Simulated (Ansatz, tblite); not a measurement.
Cost and result up the ladder for NiI2(H2O)2 (NiI₂O₂H₄) (9 atoms). The state is a triplet with charge 0. Geometry: PBE-D4/def2-SVP.

```csv
atom,x (Å),y (Å),z (Å)
Ni1,-0.0296,0.1086,0.1299
I2,-1.1937,-2.1279,0.4655
I3,1.4653,1.1054,-1.6711
O4,1.5244,-0.3451,1.3741
H5,2.3300,-0.2290,0.8223
H6,1.4433,-1.3111,1.5384
O7,-1.7123,1.0538,-0.5361
H8,-2.3591,0.3327,-0.7046
H9,-1.4682,1.4127,-1.4184
```

Ansatz on 4 threads of Intel Xeon Platinum 8488C on a shared host; xTB runs through tblite on one thread. Times are rough, summed over both states, and most runs start from the orbitals of an earlier one. PBE0-D4/def2-TZVP serves as the yardstick here, not as an exact answer. Differences are given only for rows in sets of like size (and for xTB, whose basis is part of the method), since another set adds its own error. The other state is a quartet, and no other spin of it was run.

In the def2 sets I takes a core potential; there is no spin–orbit coupling. The xTB rows come from tblite. Correlated methods freeze 15 core orbitals; core or outer-core shells of Ni, I are correlated, in sets that lack core-valence functions. The rows differ in basis, and correlated rows in double-zeta sets carry the largest basis error. HOMO above LUMO, or a gap near zero within one spin, warns that the state may not be the lowest or that an electron is smeared out.

At PBE0-D4/def2-TZVP the highest occupied level of the triplet has α spin (-7.15 eV), and emptying it gives a doublet, which wasn't run; the ionisation energy to the quartet shown is then probably not the lowest one.

Correlated methods converge slowly with the basis, most of all in double-zeta sets.

Raw xTB energies of ions are shifted by several eV, and xTB has no spin-polarisation term.

```tsv
level	functions	wall time
GFN1-xTB	43	0.025 s
GFN2-xTB	39	0.026 s
PBE-D4/def2-TZVP (with forces)	231	21 s
r2SCAN-D4/def2-TZVP	231	60 s
PBE0-D4/def2-TZVP (with forces)	231	99 s
CCSD(T)/def2-SVP	131	7.2 min
```

Estimate what each level gives for the vertical IE (eV).


```csv
level,vertical IE (eV),difference from PBE0-D4/def2-TZVP (eV),remarks
GFN1-xTB,13.34,4.43,–
GFN2-xTB,13.70,4.79,–
PBE-D4/def2-TZVP (with forces),8.26,-0.66,gap within one spin near zero (+1 quartet)
r2SCAN-D4/def2-TZVP,8.56,-0.36,–
PBE0-D4/def2-TZVP (with forces),8.92,0.00,–
CCSD(T)/def2-SVP,8.79,–,–
```
